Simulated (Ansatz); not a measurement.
C3H9ClO3Zr, SMILES `CC(C)[O][Zr]([OH])([OH])[Cl]`, relaxed with RKS PBE0-D4/def2-TZVP in Ansatz 0.2.0 from a GFN2-xTB geometry. The force threshold is 0.005 eV/Å; the program also tests the step.

The species carries charge 0 and has multiplicity 1. Zr: def2 effective core potential.

Start:

```xyz
17

C    -1.711    0.485    0.178
C    -0.682   -0.155    1.129
C     0.442    0.849    1.477
O    -0.129   -1.286    0.517
Zr    1.055   -0.784   -0.856
O     0.866    0.852   -1.782
O     0.829   -2.071   -2.211
Cl    3.175   -0.804    0.031
H    -2.180    1.353    0.638
H    -2.481   -0.249   -0.063
H    -1.198    0.786   -0.748
H    -1.187   -0.476    2.058
H     1.231    0.322    2.027
H     0.865    1.276    0.548
H     0.056    1.657    2.098
H     0.990    0.888   -2.739
H     0.058   -2.643   -2.302
```

| step | energy (eV) | largest force (eV/Å) | largest move (Å) |
| --- | --- | --- | --- |
| 1 | -23198.7365 | 1.848 | 0.000 |
| 2 | -23199.2160 | 0.568 | 0.194 |
| 3 | -23199.3939 | 0.702 | 0.193 |
| 4 | -23199.5069 | 0.526 | 0.193 |
| 5 | -23199.5965 | 0.458 | 0.200 |
| 6 | -23199.6433 | 0.108 | 0.200 |
| 7 (rejected) | -23199.6210 | 0.682 | 0.200 |
| 8 | -23199.6575 | 0.075 | 0.100 |
| 9 | -23199.6632 | 0.119 | 0.100 |
| 10 | -23199.6645 | 0.195 | 0.144 |
| 11 | -23199.6685 | 0.120 | 0.035 |
| 15 (rejected) | -23199.6707 | 0.326 | 0.072 |
| 19 | -23199.6734 | 0.027 | 0.010 |
| 23 | -23199.6735 | 0.003 | 0.007 |
| 27 | -23199.6736 | 0.028 | 0.011 |
| 31 | -23199.6740 | 0.057 | 0.016 |
| 35 | -23199.6745 | 0.019 | 0.015 |
| 39 | -23199.6751 | 0.028 | 0.017 |
| 43 | -23199.6755 | 0.034 | 0.079 |
| 47 | -23199.6759 | 0.021 | 0.021 |
| 51 | -23199.6762 | 0.024 | 0.014 |
| 55 | -23199.6763 | 0.011 | 0.030 |
| 59 | -23199.6764 | 0.007 | 0.027 |
| 63 | -23199.6765 | 0.011 | 0.021 |
| 67 | -23199.6765 | 0.006 | 0.010 |
| 68 | -23199.6765 | 0.003 | 0.007 |

End:

```xyz
17

C    -1.658    1.101    0.321
C    -0.736    0.085    0.966
C     0.064    0.672    2.111
O     0.143   -0.435    0.003
Zr    1.319   -0.918   -1.409
O     0.917    0.133   -2.960
O     1.136   -2.788   -1.792
Cl    3.545   -0.458   -0.686
H    -2.378    1.483    1.048
H    -2.209    0.651   -0.507
H    -1.079    1.944   -0.067
H    -1.338   -0.752    1.344
H     0.730   -0.079    2.539
H     0.673    1.508    1.758
H    -0.601    1.035    2.898
H     0.616    0.517   -3.777
H     0.854   -3.698   -1.793
```

Run time 3 min (2 threads of an AMD EPYC 7R13 on a shared host and a share of an NVIDIA H100 80 GB); peak host memory 1 GiB.
